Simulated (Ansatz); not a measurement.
`FC(F)(F)CC(Cl)Cl` + `[InH3]` → `Cl[CH](Cl)[InH2]` + `CC(F)(F)F` at 500 K and 1 bar (formal exchange of groups at a C–C bond).

Program: Ansatz. Geometries: PBE0-D4/def2-TZVP. ΔE: electronic, gas phase. CCSD(T)/CBS adds triple-zeta CCSD(T) − MP2 to the extrapolated MP2 energy (def2 sets, frozen cores). Elements past krypton have def2 core potentials. For In outer-core shells are correlated without core-valence functions, which leaves a few kJ/mol of doubt a bond. One conformer a species, not always the lowest.

```csv
species,CCSD(T)/CBS energy (Eh),H − E (kJ/mol),S (J/(mol·K))
`FC(F)(F)CC(Cl)Cl`,-1334.90413,219.0,460.0
`[InH3]`,-191.56739,65.2,255.5
`Cl[CH](Cl)[InH2]`,-1149.18442,120.1,413.5
`CC(F)(F)F`,-377.30189,171.7,333.4
```

H − E and S are ideal-gas, rigid-rotor, harmonic terms from PBE0-D4/def2-TZVP, for one conformer and one mirror image of each species. 1 Eh = 2625.50 kJ/mol, R = 8.31446 J/(mol·K).

Q: By hand: ΔE, ΔH, ΔS and ΔG.

A: ΔE = (-1149.18442) + (-377.30189) − (-1334.90413) − (-191.56739) = -0.01479 Eh = -38.8 kJ/mol. Δ(H − E) = 120.1 + 171.7 − 219.0 − 65.2 = 7.6, so ΔH = -31.2 kJ/mol. ΔS = 413.5 + 333.4 − 460.0 − 255.5 = 31.4 J/(mol·K). ΔG = -31.2 − 500 × (31.4)/1000 = -46.9 kJ/mol.

Q: By hand: the equilibrium constant, and the temperature at which ΔG would vanish if ΔH and ΔS stayed fixed.

A: log₁₀ K = −ΔG/(RT ln 10) = 4.9. ΔH and −TΔS have one sign here, so there is no such temperature.

TΔS isn't small against ΔH here. A doubt of 5 kJ/mol in ΔE shifts log₁₀ K by 0.5 here. Other conformers and mirror images would add mixing entropy, several J/(mol·K) or more a flexible species. Modes under 60 cm⁻¹, often nearly free rotors, make the harmonic entropy too high. These are equilibria of isolated gas molecules and say nothing of rates. Largest T1 diagnostic: 0.014 (customary marks: 0.02 for closed shells, 0.045 for open ones).
